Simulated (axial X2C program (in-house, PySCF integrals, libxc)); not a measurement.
## Low determinants of LiDy at the PBE0 level, two-component

Calculated with an in-house all-electron X2C program for linear molecules (integrals from PySCF). Two-component (2c) means X2C with spin–orbit coupling and atomic mean-field two-electron Coulomb and Gaunt terms. Basis: Dy dyall-cv3z [13s13p10d7f3g], Li dyall-cv3z [7s8p2d] (cores contracted in-house); Gaussian nuclei, density fitting, unrestricted open shells. Masses: Dy 163.929 u, Li 7.016 u.

Search at 3.577 Å (vertical energies from the lowest determinant):

```tsv
ΔE (eV)	state	electrons beyond evenly filled partner blocks	electrons in ±ω = 1/2, 3/2, 5/2, 7/2
0.00	Ω = 15/2	ω = 3/2, ω = 5/2, ω = 7/2	42 19 7 1
0.03	Ω = 13/2	2 × ω = -1/2, ω = 3/2, ω = 5/2, ω = 7/2	42 19 7 1
0.16	Ω = 11/2	2 × ω = 1/2, ω = -3/2, ω = 5/2, ω = 7/2	42 19 7 1
0.18	Ω = 9/2	ω = -3/2, ω = 5/2, ω = 7/2	42 19 7 1
0.19	Ω = 17/2	2 × ω = 1/2, ω = 3/2, ω = 5/2, ω = 7/2	42 19 7 1
0.78	Ω = 1/2	2 × ω = -1/2, ω = 3/2	42 19 6 2
0.80	Ω = 3/2	2 × ω = -1/2, ω = 3/2, ω = -5/2, ω = 7/2	42 19 7 1
```

Lowest determinant, Ω = 15/2 (⟨Sz⟩ = 2.46, ⟨Lz⟩ = 5.04 at PBE0): Re = 3.557 Å, ωe = 171.8 cm⁻¹.

The determinant in row 2 of the search, Ω = 13/2 (⟨Sz⟩ = 1.46, ⟨Lz⟩ = 5.04 at PBE0), was followed along the bond at PBE0; measured from the minimum of the lowest determinant it gives:

Te = 0.034 eV (272 cm⁻¹), Re = 3.591 Å, ωe = 163.7 cm⁻¹.

The determinant in row 3 of the search, Ω = 11/2 (⟨Sz⟩ = 2.45, ⟨Lz⟩ = 3.05 at PBE0), was followed along the bond at PBE0; measured from the minimum of the lowest determinant it gives:

Te = 0.155 eV (1251 cm⁻¹), Re = 3.561 Å, ωe = 168.6 cm⁻¹.

Task: Compare the bond of the determinant in row 2 with that of the lowest one.

Result: At PBE0 its Re is 0.034 Å longer and its force constant, which goes as ωe², is 0.91 times that of the lowest determinant. This determinant mixes spin states, so it has no term energy of its own.

The search compares states at one distance, so a state with another bond length can lie lower; it is not exhaustive and yields mostly the lowest determinant of each block pattern, so other components and higher states of one pattern are missing. These are energies of single determinants, not of spin-adapted states; PBE0 term energies can be off by some tenths of an eV, and the functional has no current term. The lowest determinant need not be the ground state where others lie within half an eV.
